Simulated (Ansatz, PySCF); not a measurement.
Bond stretch in GeC, lowest singlet found (which spin is the ground state isn't settled by this scan). Each curve is given relative to its own lowest point between 1.53 and 2.10 Å, where full CI is lowest.

| R / Å | A | B | C | D |
|---|---|---|---|---|
| 1.41 | 269.6 | 317.1 | 255.8 | 269.3 |
| 1.53 | 83.6 | 110.0 | 74.4 | 85.1 |
| 1.62 | 20.9 | 36.6 | 16.0 | 23.4 |
| 1.71 | 0.0 | 5.1 | 0.0 | 3.0 |
| 1.78 | 2.9 | 0.0 | 7.1 | 2.2 |
| 1.87 | 18.7 | 8.2 | 32.7 | 0.8 |
| 1.90 | 23.1 | 13.0 | 44.0 | 0.0 |
| 1.98 | 31.1 | 27.7 | 78.8 | 0.8 |
| 2.05 | 36.8 | 33.4 | 112.8 | 8.9 |
| 2.10 | 43.7 | 39.6 | 138.1 | 17.8 |
| 2.23 | 70.3 | 62.9 | 205.3 | 49.4 |
| 2.34 | 98.7 | 86.8 | 261.2 | 81.7 |
| 2.46 | 132.5 | 113.8 | 319.4 | 119.7 |
| 2.65 | 187.2 | 153.5 | 403.8 | 180.6 |
| 2.84 | 239.2 | 185.5 | 478.2 | 238.3 |
| 3.12 | 306.3 | 217.0 | 570.3 | 313.3 |
| 3.49 | 375.8 | 237.4 | 664.8 | 392.1 |

Energies in kJ/mol.

Task: Assign the columns to these levels of theory: full CI/cc-pVDZ, cores with 3d frozen run with Ansatz (a program for electronic structure); restricted Hartree-Fock/6-31G*, spherical d (PySCF); Ansatz with restricted B3LYP/cc-pVDZ; restricted PBE/cc-pVDZ (Ansatz).

Result: A is RKS-PBE; B is FCI; C is RHF/6-31G*; D is RKS-B3LYP.

The scan ran from 1.41 to 6.65 Å; beyond the distances shown full CI changes its symmetry label. The restricted form behind RKS-PBE, RKS-B3LYP, RHF/6-31G* keeps the bonding electrons paired and can't separate into open-shell fragments. Also computed but left out beside FCI, since their determinant holds another spin at the minimum (<S²> over 0.7 above the pure value): UHF, UMP2, UCCSD, UCCSD(T), UCCSDT, UCCSDT(Q), UKS-BLYP, UKS-B3LYP, UKS-PBE, UKS-B3LYP/6-31G*, UKS-BP86/6-31G*, UHF/STO-3G, UHF/6-31G*.
